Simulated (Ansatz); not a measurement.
Program: Ansatz. Geometries: PBE0-D4/def2-TZVP. ΔE: electronic, gas phase. CCSD(T)/CBS is the MP2 limit (def2-TZVPP, def2-QZVPP) plus CCSD(T) − MP2 in def2-TZVPP, frozen cores. DFT in def2-TZVPP. B3LYP here is the variant with VWN-RPA as its local correlation; programs differ in this. Elements past krypton have def2 core potentials. For In outer-core shells are correlated without core-valence functions, which leaves a few kJ/mol of doubt a bond. Each species was taken in one conformer, which may not be the lowest.

`[BH2][InH][CH2]F` + `N[SiH]([SiH3])S` → `BN[SiH]([SiH3])S` + `F[CH2][InH2]`  (cleavage of the B–In bond)

`[BH2][InH][CH2]F`:

Cartesian coordinates in Å:
```
B 1.148 1.766 0.611
In -0.353 0.120 0.728
C -0.629 -1.353 -0.867
F 0.231 -1.138 -1.942
H 0.878 2.832 0.138
H 2.268 1.627 1.011
H -1.435 -0.167 2.054
H -1.657 -1.321 -1.244
H -0.451 -2.365 -0.489
```

`N[SiH]([SiH3])S`:

```xyz
11

N     1.095    1.579   -0.221
Si    0.051    0.298   -0.670
Si    0.106   -1.398    0.940
S    -1.990    0.990   -0.820
H     1.013    2.017    0.682
H     1.426    2.229   -0.916
H     0.520   -0.173   -2.001
H    -0.994   -2.368    0.682
H    -0.103   -0.801    2.288
H     1.401   -2.132    0.936
H    -2.524   -0.241   -0.901
```

`BN[SiH]([SiH3])S`:

Z-matrix (Å, degrees):
```
Si
N 1 1.746
S 1 2.142 2 112.0
Si 1 2.337 2 110.3 3 123.4
H 1 1.487 2 109.5 3 -112.0
B 2 1.398 1 126.4 3 -118.6
H 2 1.012 1 116.4 3 59.5
H 3 1.344 1 94.9 2 68.5
H 4 1.488 1 106.8 2 175.1
H 4 1.486 1 112.7 2 55.3
H 4 1.487 1 109.7 2 -67.1
H 6 1.200 2 118.9 1 -0.5
H 6 1.197 2 120.1 1 179.3
```

`F[CH2][InH2]`:

```xyz
7

F    -0.931    1.400   -1.019
C    -0.658    0.066   -0.735
In    0.790   -0.146    0.881
H    -0.289   -0.406   -1.652
H    -1.603   -0.425   -0.476
H     1.440    1.253    1.644
H     1.252   -1.743    1.357
```

Task: Is it downhill or uphill in electronic energy at CCSD(T)/CBS, and by how much? (Best estimate.)

Result: Ansatz gave: Downhill: ΔE = -150.2 kJ/mol.

Task: What do these levels give: PBE-D4, PBE0-D4, B3LYP-D4, B2PLYP, PBE, PBE0, HF/def2-TZVPP, MP2/def2-TZVPP, SCS-MP2/def2-TZVPP, CCSD/def2-TZVPP, CCSD(T)/def2-TZVPP, MP2/CBS(def2)? (Best estimate.)

Result: Ansatz gave: PBE-D4 -152.4, PBE0-D4 -154.0, B3LYP-D4 -157.5, B2PLYP -154.7, PBE -148.9, PBE0 -150.9, HF/def2-TZVPP -151.9, MP2/def2-TZVPP -155.6, SCS-MP2/def2-TZVPP -154.5, CCSD/def2-TZVPP -151.6, CCSD(T)/def2-TZVPP -154.1, MP2/CBS(def2) -151.6 kJ/mol.

Largest T1 diagnostic among the species: 0.014.

The D4 term adds −5.6 kJ/mol with B3LYP and −3.1 kJ/mol with PBE0; it sums over pairs of atoms, weighted by their polarisabilities, and B3LYP, whose exchange is more repulsive, gets the larger term.
